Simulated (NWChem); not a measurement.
Molecule: BiF₃; SMILES [F][Bi]([F])[F]

All runs: NWChem. All runs use the structure optimised with PBE-D3(BJ)/def2-SVP. def2 effective core potentials on Bi; no spin-orbit coupling. Ions are spin-unrestricted doublets at the neutral geometry; other ion states weren't tried.

Problem. Estimate the computed values for B3LYP/def2-SVPD. Quantities: −ε(HOMO) (eV).

Solution. 
```json
{
 "−ε(HOMO) (eV)": "10.11"
}
```
